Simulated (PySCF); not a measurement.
An element was calculated at r2SCAN (PySCF 2.14, spin-free X2C, a triple-zeta basis, no spin-orbit coupling), in the ground configurations that NIST lists.

| Quantity | Value |
| --- | --- |
| first ionisation energy | 8.199 eV |
| second ionisation energy | 20.503 eV |
| third ionisation energy | 36.505 eV |

**Question.** Which element is it?

**Answer.** Copper (Cu, Z = 29), in ANO-RCC-VTZP. NIST lists 7.726, 20.292, 36.841 ± 0.012 eV for these ionisation energies.
